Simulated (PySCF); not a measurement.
## Telling isomers of C7H7O3P apart by NMR

- geometry from GFN2-xTB
- shieldings: GIAO PBE0/pcSseg-1
- code: PySCF 2.14.0 with density-fitted response routines
- non-relativistic, rapidly exchanging positions averaged, a single conformation, gas phase

References, each an isolated molecule treated in the same way: ¹H (σ = 31.72 ppm), ¹³C (σ = 186.93 ppm) against TMS. Splittings of carbon signals by F and P are missing where no couplings were computed. Where no couplings were computed, multiplicities follow the n + 1 count of equivalent neighbours, and m marks all less simple cases (inequivalent or close neighbours, rings, F or P nearby). Shifts are as computed. Against solution values, carbons near 30 ppm lie about +3 ppm off and those near 130 ppm about +5 ppm. Of 1211 compounds with measured shifts, 218 miss one by over three times the rms of a fit or turn the order of signals round; such compounds aren't used in these exercises. OH and NH positions are gas-phase values without hydrogen bonding to other molecules.

(1) Tabulate the signals of `C=Cc1pcoc1C(=O)OC`, `CC#C[P@](=O)(O)c1ccco1` and their relative energies.

(2) What is the quickest way to tell C=Cc1pcoc1C(=O)OC from CC#C[P@](=O)(O)c1ccco1?

Answers

(1) 
```json
{"SMILES": "C=Cc1pcoc1C(=O)OC", "carbon types": "3×C 2×CH 1×CH2 1×CH3", "δC": "192.0, 166.0, 164.1, 150.7, 138.8, 128.7, 53.5", "δH": "8.84 (m, 1H), 8.65 (m, 1H), 6.75 (m, 1H), 5.88 (m, 1H), 4.09 (s, 3H)", "E rel. (kcal/mol)": "0.0"}
{"SMILES": "CC#C[P@](=O)(O)c1ccco1", "carbon types": "3×C 3×CH 1×CH3", "δC": "155.0, 152.2, 126.3, 117.1, 106.2, 81.5, 5.2", "δH": "7.71 (m, 1H), 7.35 (m, 1H), 6.71 (m, 1H), 2.89 (br s, 1H), 2.12 (s, 3H)", "E rel. (kcal/mol)": "1.9"}
```

Energies are electronic energies at PBE0/pcSseg-1 on these geometries, without zero-point or thermal terms, each for the one conformer computed, which needn't be the lowest.

(2) Both give the same number of carbon signals, but DEPT or the intensities differ. The first has a terminal =CH2 carbon at 128.7 ppm, the second an alkyne carbon (C) at 81.5 ppm. Their most deshielded carbons lie at 192.0 and 155.0 ppm. In the proton spectra the most deshielded non-exchanging signals are 8.84 (m, 1H) and 7.71 (m, 1H).
